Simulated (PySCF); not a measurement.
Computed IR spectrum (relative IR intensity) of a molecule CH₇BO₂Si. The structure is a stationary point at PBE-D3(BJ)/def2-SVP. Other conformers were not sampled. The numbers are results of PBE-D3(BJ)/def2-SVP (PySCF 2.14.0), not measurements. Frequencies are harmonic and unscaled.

Lines under 2 % of the strongest are left out, and lines within 2 cm⁻¹ are merged.

```
ν (cm⁻¹)  relative intensity
--------  ------------------
363                      7.8
482                      4.6
512                       71
559                       14
614                       33
653                      4.6
706                       26
855                       79
857                       25
905                       30
972                       73
994                       36
1211                     4.3
1267                     100
1381                      34
1391                      56
2112                      62
2120                      50
2981                     2.2
3660                      12
3759                      33
```

### Question
Identify the compound among the candidates.
A) COB(O)[SiH3]
B) C[SiH2]B(O)O
C) OB(O)C[SiH3]
D) COBO[SiH3]

### Answer
B, C[SiH2]B(O)O
